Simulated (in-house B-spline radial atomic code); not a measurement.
# Ionising Hf V (Hf4+) with different functionals

Computed with an all-electron radial atomic-structure program (B-spline basis): scalar-relativistic (spin-free X2C) Hamiltonian, Fermi nucleus of rms radius 5.347 fm, spin-polarised at highest spin, spherical fractional occupations for the functionals, and exact exchange of hybrids averaged over the configuration. The ionisation energy is the difference of two self-consistent energies, [Xe] 4f14 → [Xe] 4f13, without Breit or QED terms; ε is the level of the shell that loses the electron (its least bound occupied spin orbital). There is no spin-orbit coupling in this Hamiltonian.

```json
{"method": "PBE0", "rung": "global hybrid", "ΔSCF (eV)": "68.76", "-ε(4f) (eV)": "61.73"}
{"method": "B3LYP", "rung": "global hybrid", "ΔSCF (eV)": "68.90", "-ε(4f) (eV)": "60.97"}
{"method": "TPSSh", "rung": "global hybrid", "ΔSCF (eV)": "68.96", "-ε(4f) (eV)": "59.24"}
{"method": "M06-2X", "rung": "global hybrid", "ΔSCF (eV)": "68.17", "-ε(4f) (eV)": "66.35"}
{"method": "BHandHLYP", "rung": "global hybrid", "ΔSCF (eV)": "67.91", "-ε(4f) (eV)": "65.43"}
{"method": "r2SCAN0", "rung": "global hybrid", "ΔSCF (eV)": "68.88", "-ε(4f) (eV)": "61.87"}
{"method": "B97-1", "rung": "global hybrid", "ΔSCF (eV)": "?", "-ε(4f) (eV)": "?"}
{"method": "HSE06", "rung": "range-separated hybrid", "ΔSCF (eV)": "68.69", "-ε(4f) (eV)": "61.24"}
{"method": "wB97X", "rung": "range-separated hybrid", "ΔSCF (eV)": "?", "-ε(4f) (eV)": "?"}
{"method": "CAM-B3LYP", "rung": "range-separated hybrid", "ΔSCF (eV)": "68.82", "-ε(4f) (eV)": "62.95"}
{"method": "LC-wPBE", "rung": "range-separated hybrid", "ΔSCF (eV)": "69.12", "-ε(4f) (eV)": "63.37"}
```

Problem. What does wB97X give?

Solution. ΔSCF 68.66 eV, and -ε(4f) = 63.71 eV.

Problem. What does B97-1 give?

Solution. ΔSCF 68.83 eV, and -ε(4f) = 61.07 eV.

Problem. Among the functionals, which spreads more, the ΔSCF values or the orbital energies?

Solution. The orbital energies: ΔSCF values span about 1.21 eV and the orbital energies 7.12 eV; here energy differences depend much less on the functional than eigenvalues do.

Problem. How do they compare with the NIST value?

Solution. NIST lists 68.37 eV ± 0.04 (semi-empirical, ground level to ground level). Errors run from -0.46 to +0.75 eV; M06-2X is closest (-0.20 eV), but part of that can be cancellation, since the calculations leave out spin-orbit coupling, Breit-QED terms, multiplet and fine-structure energies.
